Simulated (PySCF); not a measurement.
Computed beside measured shifts: 18-crown-6 (C12H24O6)

System: 18-crown-6 (C12H24O6), SMILES C1COCCOCCOCCOCCOCCO1.

Atom-mapped SMILES (hydrogens are numbered by the atom that bears them): [CH2:1]1[CH2:2][O:3][CH2:4][CH2:5][O:6][CH2:7][CH2:8][O:9][CH2:10][CH2:11][O:12][CH2:13][CH2:14][O:15][CH2:16][CH2:17][O:18]1

Method: GIAO KT3/pcSseg-2, gas phase, PySCF SCF with an in-house response code, fitting set def2-universal-JFIT, grid level 2, non-relativistic, geometry: PBE0-D3(BJ)/def2-SVP.

One optimised conformer. Values are averaged over the atoms that symmetry or fast rotation interchanges, on this one geometry and without vibrational averaging. Shifts are the reference shielding less the shielding here, at the same level (13C, 1H against isolated TMS; 17O against isolated H2O); nuclei without a reference have shieldings only.

Task: What shifts does this level give for H on 1/2/4/5/7/8/…, H on 1/2/4/5/7/8/…, H on 1/2/4/5/7/8/…, H on 1/2/4/5/7/8/…, H on 1/2/4/5/7/8/…, H on 1/2/4/5/7/8/…, H on 1/2/4/5/7/8/…, H on 1/2/4/5/7/8/…, H on 1/2/4/5/7/8/…, H on 1/2/4/5/7/8/…, H on 1/2/4/5/7/8/…, H on 1/2/4/5/7/8/…, C1/2/4/5/7/8/…, C1/2/4/5/7/8/…, C1/2/4/5/7/8/…, C1/2/4/5/7/8/…, C1/2/4/5/7/8/…, C1/2/4/5/7/8/…, C1/2/4/5/7/8/…, C1/2/4/5/7/8/…, and how do they compare with measurement?

Result: 
```json
{"atom": "H on 1/2/4/5/7/8/…", "nucleus": "1H", "computed / ppm": "3.67", "measured / ppm": "3.57", "computed less measured": "0.10", "measured against": "TMS", "medium of the measurement": "THF-d8"}
{"atom": "H on 1/2/4/5/7/8/…", "nucleus": "1H", "computed / ppm": "3.67", "measured / ppm": "3.59", "computed less measured": "0.08", "measured against": "TMS", "medium of the measurement": "CD2Cl2"}
{"atom": "H on 1/2/4/5/7/8/…", "nucleus": "1H", "computed / ppm": "3.67", "measured / ppm": "3.67", "computed less measured": "0.00", "measured against": "TMS", "medium of the measurement": "CDCl3"}
{"atom": "H on 1/2/4/5/7/8/…", "nucleus": "1H", "computed / ppm": "3.67", "measured / ppm": "3.36", "computed less measured": "0.31", "measured against": "TMS", "medium of the measurement": "toluene-d8"}
{"atom": "H on 1/2/4/5/7/8/…", "nucleus": "1H", "computed / ppm": "3.67", "measured / ppm": "3.39", "computed less measured": "0.28", "measured against": "TMS", "medium of the measurement": "C6D6"}
{"atom": "H on 1/2/4/5/7/8/…", "nucleus": "1H", "computed / ppm": "3.67", "measured / ppm": "3.41", "computed less measured": "0.26", "measured against": "TMS", "medium of the measurement": "C6D5Cl"}
{"atom": "H on 1/2/4/5/7/8/…", "nucleus": "1H", "computed / ppm": "3.67", "measured / ppm": "3.59", "computed less measured": "0.08", "measured against": "TMS", "medium of the measurement": "acetone-d6"}
{"atom": "H on 1/2/4/5/7/8/…", "nucleus": "1H", "computed / ppm": "3.67", "measured / ppm": "3.51", "computed less measured": "0.16", "measured against": "TMS", "medium of the measurement": "DMSO-d6"}
{"atom": "H on 1/2/4/5/7/8/…", "nucleus": "1H", "computed / ppm": "3.67", "measured / ppm": "3.51", "computed less measured": "0.16", "measured against": "TMS", "medium of the measurement": "CD3CN"}
{"atom": "H on 1/2/4/5/7/8/…", "nucleus": "1H", "computed / ppm": "3.67", "measured / ppm": "3.64", "computed less measured": "0.03", "measured against": "TMS", "medium of the measurement": "TFE-d3"}
{"atom": "H on 1/2/4/5/7/8/…", "nucleus": "1H", "computed / ppm": "3.67", "measured / ppm": "3.64", "computed less measured": "0.03", "measured against": "TMS", "medium of the measurement": "CD3OD"}
{"atom": "H on 1/2/4/5/7/8/…", "nucleus": "1H", "computed / ppm": "3.67", "measured / ppm": "3.8", "computed less measured": "-0.13", "measured against": "DSS", "medium of the measurement": "D2O"}
{"atom": "C1/2/4/5/7/8/…", "nucleus": "13C", "computed / ppm": "73.4", "measured / ppm": "71.34", "computed less measured": "2.1", "measured against": "TMS", "medium of the measurement": "THF-d8"}
{"atom": "C1/2/4/5/7/8/…", "nucleus": "13C", "computed / ppm": "73.4", "measured / ppm": "70.47", "computed less measured": "2.9", "measured against": "TMS", "medium of the measurement": "CD2Cl2"}
{"atom": "C1/2/4/5/7/8/…", "nucleus": "13C", "computed / ppm": "73.4", "measured / ppm": "70.55", "computed less measured": "2.9", "measured against": "TMS", "medium of the measurement": "CDCl3"}
{"atom": "C1/2/4/5/7/8/…", "nucleus": "13C", "computed / ppm": "73.4", "measured / ppm": "70.86", "computed less measured": "2.5", "measured against": "TMS", "medium of the measurement": "toluene-d8"}
{"atom": "C1/2/4/5/7/8/…", "nucleus": "13C", "computed / ppm": "73.4", "measured / ppm": "70.59", "computed less measured": "2.8", "measured against": "TMS", "medium of the measurement": "C6D6"}
{"atom": "C1/2/4/5/7/8/…", "nucleus": "13C", "computed / ppm": "73.4", "measured / ppm": "70.55", "computed less measured": "2.9", "measured against": "TMS", "medium of the measurement": "C6D5Cl"}
{"atom": "C1/2/4/5/7/8/…", "nucleus": "13C", "computed / ppm": "73.4", "measured / ppm": "71.25", "computed less measured": "2.2", "measured against": "TMS", "medium of the measurement": "acetone-d6"}
{"atom": "C1/2/4/5/7/8/…", "nucleus": "13C", "computed / ppm": "73.4", "measured / ppm": "69.85", "computed less measured": "3.6", "measured against": "TMS", "medium of the measurement": "DMSO-d6"}
```

Measured values: Fulmer et al., Organometallics 2010, 29, 2176.
